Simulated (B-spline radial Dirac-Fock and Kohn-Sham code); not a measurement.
Method: Dirac-Fock ΔSCF + Breit + QED. Computed with a radial B-spline solver. Free neutral atoms.

**Question.** Order these X-ray lines by photon energy, lowest first.
A. La Lγ5
B. Eu Lβ6
C. Ag Lβ3
D. Pm Lβ4
E. Tb Lη
F. Sb Lβ2

**Answer.** C (3238.2 eV), F (4102.6 eV), A (5609.6 eV), D (5959.5 eV), E (6285.5 eV), B (6604.8 eV).
